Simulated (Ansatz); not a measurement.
C2HN, SMILES `[C-]#[N+][CH]` (lower triplet) (charge 0, multiplicity 3). This triplet lies 0.12 eV below the relaxed singlet at the level B3LYP/cc-pVTZ // PBE0-D3(BJ)/def2-TZVP (Ansatz, a quantum-chemistry and plane-wave program).

These are frozen-core CCSDTQ/6-31g // PBE0-D3(BJ)/def2-TZVP run with Ansatz values and carry that method's errors.

Ansatz 0.2 input:
```yaml
crystal:
  periodic: [false, false, false]
  atoms:
    - { symbol: C, position_ang: [1.734711, -0.06847, -0.144565] }
    - { symbol: N, position_ang: [0.545053, 0.053039, -0.027508] }
    - { symbol: C, position_ang: [-0.693166, 0.307385, 0.125334] }
    - { symbol: H, position_ang: [-1.586598, -0.291952, 0.046738] }
basis:
  gaussian: { orbitals: "6-31g" }
correlation:
  method: ccsdtq
magnetization:
  spin_polarized: true
  initial_magnetization: 2
```

Output:

```
Functional definition: HF
672 factors; integrals over basis functions are off by at most 3.8e-8 eV
mean field evaluation 1: about -3551.0006 eV, gradient 1.2e1 eV
mean field evaluation 2: about -3551.0123 eV, gradient 1.2e1 eV
mean field evaluation 4: about -3553.0026 eV, gradient 3.6e0 eV
mean field evaluation 8: about -3553.2797 eV, gradient 2.3e-1 eV
mean field evaluation 16: about -3551.0000 eV, gradient 1.2e1 eV
mean field evaluation 32: about -3545.9882 eV, gradient 1.1e1 eV
mean field evaluation 64: about -3543.1331 eV, gradient 3.9e0 eV
mean field evaluation 96: about -3542.8355 eV, gradient 1.7e1 eV
mean field evaluation 128: about -3542.9940 eV, gradient 5.0e-2 eV
mean field evaluation 160: about -3549.9363 eV, gradient 2.9e-1 eV
mean field evaluation 192: about -3548.6764 eV, gradient 1.4e0 eV
mean field -3553.28197311 eV, -130.5807040109 hartree, gradient 2.6e-6 eV, S^2 2.159939; 4 other end points of the search recorded, 0 dependent functions left out
determinant -3553.28197311 eV, -130.5807040109 hartree, with singles and doubles -3559.98961632 eV, -130.8272053522 hartree
determinant -3549.94225681 eV, -130.4579717003 hartree, with singles and doubles -3556.70851174 eV, -130.7066269827 hartree
3 core orbitals not correlated
reference -3553.28197311 eV, -130.5807040109 hartree; 8, 6 occupied and 18, 20 virtual orbitals, 672 factors
second order -5.96912804 eV of doubles, -0.00000000 eV of singles
cycle   1  -6.19060102 eV  change   -2.2e-1 eV  update   1.0e-1
cycle   2  -6.66213475 eV  change   -4.7e-1 eV  update   5.3e-2
cycle   3  -6.98537484 eV  change   -3.2e-1 eV  update   3.4e-2
cycle   4  -6.99587589 eV  change   -1.1e-2 eV  update   1.3e-2
cycle   5  -7.01062015 eV  change   -1.5e-2 eV  update   6.7e-3
cycle   6  -7.01268963 eV  change   -2.1e-3 eV  update   3.0e-3
cycle   7  -7.01264303 eV  change    4.7e-5 eV  update   1.8e-3
cycle   8  -7.01398814 eV  change   -1.3e-3 eV  update   1.1e-3
cycle   9  -7.01489217 eV  change   -9.0e-4 eV  update   6.1e-4
cycle  10  -7.01488869 eV  change    3.5e-6 eV  update   3.1e-4
cycle  11  -7.01497254 eV  change   -8.4e-5 eV  update   1.8e-4
cycle  12  -7.01487246 eV  change    1.0e-4 eV  update   1.1e-4
cycle  13  -7.01483319 eV  change    3.9e-5 eV  update   8.2e-5
cycle  14  -7.01489143 eV  change   -5.8e-5 eV  update   5.7e-5
cycle  15  -7.01489234 eV  change   -9.0e-7 eV  update   3.4e-5
cycle  16  -7.01489811 eV  change   -5.8e-6 eV  update   1.9e-5
cycle  17  -7.01492077 eV  change   -2.3e-5 eV  update   1.2e-5
cycle  18  -7.01492189 eV  change   -1.1e-6 eV  update   6.5e-6
cycle  19  -7.01492846 eV  change   -6.6e-6 eV  update   3.6e-6
cycle  20  -7.01493301 eV  change   -4.5e-6 eV  update   2.2e-6
cycle  21  -7.01493343 eV  change   -4.3e-7 eV  update   1.3e-6
cycle  22  -7.01493453 eV  change   -1.1e-6 eV  update   7.9e-7
cycle  23  -7.01493522 eV  change   -6.9e-7 eV  update   4.0e-7
Total energy: -3560.29690833 eV, -130.8384981252 hartree
```
